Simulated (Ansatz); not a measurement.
Geometry optimisation of [WO3Br]- (WBrO₃⁻).

```yaml
crystal:
  periodic: [false, false, false]
  atoms:
    - {symbol: W, position_ang: [0.119290, 0.207430, 0.086060]}
    - {symbol: O, position_ang: [0.037780, 0.028550, 1.777750]}
    - {symbol: O, position_ang: [1.680610, 0.055080, -0.577910]}
    - {symbol: O, position_ang: [-0.808980, 1.487280, -0.546810]}
    - {symbol: Br, position_ang: [-1.028700, -1.778340, -0.739090]}
basis:
  gaussian: {orbitals: def2-SVPD}
total_charge: -1
hamiltonian: {xc: {name: B3LYP}, dispersion: d4}
scf: {lower_state_search: "off"}
output: {orbitals: {seedname: orbitals}}
relax: {f_tol: 0.02, max_steps: 100}
```

```sh
$ ansatz run in.yaml --threads 4 --pin off --events-out ev --progress --plain --max-ram 3916MiB
```

Shortened log:

```
Functional definition: B3LYP
mean field -78009.32901917 eV, -2866.7899648321 hartree, gradient 5.9e-6 eV, S^2 0.000000; 0 other end points of the search recorded, 0 dependent functions left out
relax step   1: F+E_penalty+E_count = -78009.63602692 eV  Δ(F+E_penalty+E_count) = +0.000e0 eV  max|allowed force component| = 3.548e0 eV/Å  Δτ_max = 0.0000 Å  (17 SCF iters, accepted)
mean field -78009.83583754 eV, -2866.8085900637 hartree, gradient 4.5e-6 eV, S^2 0.000000; 0 other end points of the search recorded, 0 dependent functions left out
relax step   2: F+E_penalty+E_count = -78010.12280746 eV  Δ(F+E_penalty+E_count) = -4.868e-1 eV  max|allowed force component| = 1.528e0 eV/Å  Δτ_max = 0.1963 Å  (32 SCF iters, accepted)
mean field -78009.87273332 eV, -2866.8099459587 hartree, gradient 5.2e-6 eV, S^2 0.000000; 0 other end points of the search recorded, 0 dependent functions left out
relax step   3: F+E_penalty+E_count = -78010.15832205 eV  Δ(F+E_penalty+E_count) = -3.551e-2 eV  max|allowed force component| = 4.649e-1 eV/Å  Δτ_max = 0.0372 Å  (22 SCF iters, accepted)
mean field -78009.88111736 eV, -2866.8102540665 hartree, gradient 4.2e-6 eV, S^2 0.000000; 0 other end points of the search recorded, 0 dependent functions left out
relax step   4: F+E_penalty+E_count = -78010.16936196 eV  Δ(F+E_penalty+E_count) = -1.104e-2 eV  max|allowed force component| = 4.008e-2 eV/Å  Δτ_max = 0.0276 Å  (23 SCF iters, accepted)
mean field -78009.88093065 eV, -2866.8102472048 hartree, gradient 4.3e-6 eV, S^2 0.000000; 0 other end points of the search recorded, 0 dependent functions left out
relax step   5: F+E_penalty+E_count = -78010.16950729 eV  Δ(F+E_penalty+E_count) = -1.453e-4 eV  max|allowed force component| = 1.583e-3 eV/Å  Δτ_max = 0.0041 Å  (25 SCF iters, accepted)
Total energy: -78010.16975519 eV, -2866.8208613110 hartree
Atom 0 at     0.072446     0.125075     0.052060 Å, force     0.000107     0.000065    -0.000018 eV/Å
Atom 1 at     0.086913     0.113209     1.804087 Å, force    -0.000178    -0.000270    -0.001046 eV/Å
Atom 2 at     1.721671     0.140528    -0.539334 Å, force    -0.001036    -0.000322     0.000221 eV/Å
Atom 3 at    -0.756061     1.563284    -0.509243 Å, force     0.000213    -0.001057     0.000193 eV/Å
Atom 4 at    -1.124969    -1.942095    -0.807569 Å, force     0.000894     0.001583     0.000650 eV/Å
Dipole moment:    -0.301032    -0.519679    -0.216035 e Å
Checks for a lower state left out: stability, starts, cluster_reference, orbital_swaps, neighbouring_geometries, increment
```

Run time 12 s (4 threads of Arm Neoverse V1 on a shared host).

In the def2 sets W takes a core potential; there is no spin–orbit coupling. The relaxation made no stability test and no search for a lower SCF solution.
